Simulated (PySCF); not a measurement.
# Two-component Hartree-Fock for In⁴⁺ (indium, charge +4)

Start: [Kr] 4d9; 4d3/2 filled at m_j = -1/2, +1/2, +3/2; 4d5/2 filled at m_j = -5/2, -3/2, -1/2, +1/2, +3/2, +5/2. Calculated with PySCF 2.14 in x2c-QZVPPall-2c: generalised Hartree-Fock with the X2C-1e Hamiltonian and a Gaussian nucleus; one run each with spin-orbit coupling (SO) screened by Boettger's factors, then bare. This is a chosen level, not necessarily the ground level.

```
spinor shell  electrons  ε, screened SO (eV)  ε, bare SO (eV)  weight of nominal j (bare SO)  rms radius, bare SO (bohr)
       1s1/2          2             -28129.3         -28129.1                          1.000                      0.0340
       2s1/2          2              -4344.4          -4344.4                          1.000                       0.139
       2p1/2          2              -4044.0          -4050.8                          1.000                       0.120
       2p3/2          4              -3831.1          -3828.3                          1.000                       0.125
       3s1/2          2              -903.20          -903.20                          1.000                       0.371
       3p1/2          2              -780.53          -781.79                          1.000                       0.364
       3p3/2          4              -740.79          -740.29                          1.000                       0.376
       3d3/2          4              -525.47          -526.73                          1.000                       0.350
       3d5/2          6              -517.92          -517.12                          1.000                       0.353
       4s1/2          2              -191.95          -191.96                          1.000                       0.902
       4p1/2          2              -148.46          -148.69                          0.972                       0.958
       4p3/2          4              -142.82          -142.74                          0.986                       0.987
       4d3/2          3              -75.014          -75.158                          0.906                        1.19
       4d5/2          6              -73.933          -73.851                          0.953                        1.20
```

| quantity | screened SO | bare SO |
| --- | --- | --- |
| E (hartree) | -5875.16848 | -5875.28603 |
| M_J | 3/2 | 3/2 |
| ⟨J²⟩ | 3.754 | 3.753 |
| ⟨L²⟩ | 6.021 | 6.023 |
| ⟨S²⟩ | 0.767 | 0.769 |

Each row is a mean over spinors that exchange with the open shell spreads, by up to 5.207 eV (4p1/2).

Breit and QED terms are absent; they matter most for the inner s and p1/2 levels.

Densities and radii are taken from the X2C orbitals without a picture-change correction, which distorts them close to the nucleus.
